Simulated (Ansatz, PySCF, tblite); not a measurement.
System: H₃ (cation, charge +1), singlet: symmetric bend, bond length relaxed. Scanned: H-H-H angle. Other coordinates (H-H bond length) were minimised at PBE0/def2-TZVP.

Levels: RHF/3-21G = PySCF 2.14.0 with restricted Hartree-Fock/3-21G; GFN2-xTB, 300 K electronic temperature (tblite); RKS-B3LYP/6-31G* = restricted B3LYP/6-31G*, spherical d in PySCF; FCI/aug-cc-pVDZ = full CI/aug-cc-pVDZ, frozen core run with Ansatz (an electronic-structure program).

Energies relative to the lowest point of each profile, in mEh; the last columns give the difference from FCI:

```json
[
 {"a / °": "180", "RHF/3-21G": "51.9", "GFN2-xTB": "0.0", "RKS-B3LYP/6-31G*": "48.5", "FCI/aug-cc-pVDZ": "62.7", "RHF/3-21G − FCI/aug-cc-pVDZ": "-10.7", "GFN2-xTB − FCI/aug-cc-pVDZ": "-62.7", "RKS-B3LYP/6-31G* − FCI/aug-cc-pVDZ": "-14.1"},
 {"a / °": "168.70", "RHF/3-21G": "51.8", "GFN2-xTB": "0.5", "RKS-B3LYP/6-31G*": "48.3", "FCI/aug-cc-pVDZ": "62.1", "RHF/3-21G − FCI/aug-cc-pVDZ": "-10.3", "GFN2-xTB − FCI/aug-cc-pVDZ": "-61.6", "RKS-B3LYP/6-31G* − FCI/aug-cc-pVDZ": "-13.8"},
 {"a / °": "159.92", "RHF/3-21G": "51.4", "GFN2-xTB": "1.4", "RKS-B3LYP/6-31G*": "47.8", "FCI/aug-cc-pVDZ": "60.8", "RHF/3-21G − FCI/aug-cc-pVDZ": "-9.3", "GFN2-xTB − FCI/aug-cc-pVDZ": "-59.3", "RKS-B3LYP/6-31G* − FCI/aug-cc-pVDZ": "-13.0"},
 {"a / °": "151.54", "RHF/3-21G": "50.7", "GFN2-xTB": "2.7", "RKS-B3LYP/6-31G*": "46.8", "FCI/aug-cc-pVDZ": "58.7", "RHF/3-21G − FCI/aug-cc-pVDZ": "-8.0", "GFN2-xTB − FCI/aug-cc-pVDZ": "-56.1", "RKS-B3LYP/6-31G* − FCI/aug-cc-pVDZ": "-11.9"},
 {"a / °": "137.57", "RHF/3-21G": "48.1", "GFN2-xTB": "5.2", "RKS-B3LYP/6-31G*": "43.9", "FCI/aug-cc-pVDZ": "53.5", "RHF/3-21G − FCI/aug-cc-pVDZ": "-5.4", "GFN2-xTB − FCI/aug-cc-pVDZ": "-48.4", "RKS-B3LYP/6-31G* − FCI/aug-cc-pVDZ": "-9.6"},
 {"a / °": "127.73", "RHF/3-21G": "44.9", "GFN2-xTB": "6.9", "RKS-B3LYP/6-31G*": "40.7", "FCI/aug-cc-pVDZ": "48.4", "RHF/3-21G − FCI/aug-cc-pVDZ": "-3.5", "GFN2-xTB − FCI/aug-cc-pVDZ": "-41.5", "RKS-B3LYP/6-31G* − FCI/aug-cc-pVDZ": "-7.7"},
 {"a / °": "119.59", "RHF/3-21G": "41.3", "GFN2-xTB": "8.1", "RKS-B3LYP/6-31G*": "37.1", "FCI/aug-cc-pVDZ": "43.3", "RHF/3-21G − FCI/aug-cc-pVDZ": "-2.0", "GFN2-xTB − FCI/aug-cc-pVDZ": "-35.2", "RKS-B3LYP/6-31G* − FCI/aug-cc-pVDZ": "-6.2"},
 {"a / °": "109.01", "RHF/3-21G": "35.1", "GFN2-xTB": "9.1", "RKS-B3LYP/6-31G*": "31.2", "FCI/aug-cc-pVDZ": "35.5", "RHF/3-21G − FCI/aug-cc-pVDZ": "-0.4", "GFN2-xTB − FCI/aug-cc-pVDZ": "-26.4", "RKS-B3LYP/6-31G* − FCI/aug-cc-pVDZ": "-4.3"},
 {"a / °": "100.78", "RHF/3-21G": "29.1", "GFN2-xTB": "9.4", "RKS-B3LYP/6-31G*": "25.7", "FCI/aug-cc-pVDZ": "28.6", "RHF/3-21G − FCI/aug-cc-pVDZ": "0.5", "GFN2-xTB − FCI/aug-cc-pVDZ": "-19.2", "RKS-B3LYP/6-31G* − FCI/aug-cc-pVDZ": "-2.9"},
 {"a / °": "90.71", "RHF/3-21G": "20.7", "GFN2-xTB": "9.0", "RKS-B3LYP/6-31G*": "18.1", "FCI/aug-cc-pVDZ": "19.7", "RHF/3-21G − FCI/aug-cc-pVDZ": "1.1", "GFN2-xTB − FCI/aug-cc-pVDZ": "-10.6", "RKS-B3LYP/6-31G* − FCI/aug-cc-pVDZ": "-1.6"},
 {"a / °": "81.80", "RHF/3-21G": "12.8", "GFN2-xTB": "8.1", "RKS-B3LYP/6-31G*": "11.1", "FCI/aug-cc-pVDZ": "11.8", "RHF/3-21G − FCI/aug-cc-pVDZ": "1.0", "GFN2-xTB − FCI/aug-cc-pVDZ": "-3.7", "RKS-B3LYP/6-31G* − FCI/aug-cc-pVDZ": "-0.7"},
 {"a / °": "67.68", "RHF/3-21G": "2.2", "GFN2-xTB": "6.1", "RKS-B3LYP/6-31G*": "1.9", "FCI/aug-cc-pVDZ": "2.0", "RHF/3-21G − FCI/aug-cc-pVDZ": "0.2", "GFN2-xTB − FCI/aug-cc-pVDZ": "4.2", "RKS-B3LYP/6-31G* − FCI/aug-cc-pVDZ": "-0.1"},
 {"a / °": "60", "RHF/3-21G": "0.0", "GFN2-xTB": "5.6", "RKS-B3LYP/6-31G*": "0.0", "FCI/aug-cc-pVDZ": "0.0", "RHF/3-21G − FCI/aug-cc-pVDZ": "0.0", "GFN2-xTB − FCI/aug-cc-pVDZ": "5.6", "RKS-B3LYP/6-31G* − FCI/aug-cc-pVDZ": "0.0"}
]
```

RHF/3-21G is furthest from FCI/aug-cc-pVDZ at 180 (-10.7 mEh, below); its mean absolute difference over the points is 4.0 mEh.

GFN2-xTB is furthest from FCI/aug-cc-pVDZ at 180 (-62.7 mEh, below); its mean absolute difference over the points is 33.4 mEh.

RKS-B3LYP/6-31G* is furthest from FCI/aug-cc-pVDZ at 180 (-14.1 mEh, below); its mean absolute difference over the points is 6.6 mEh.
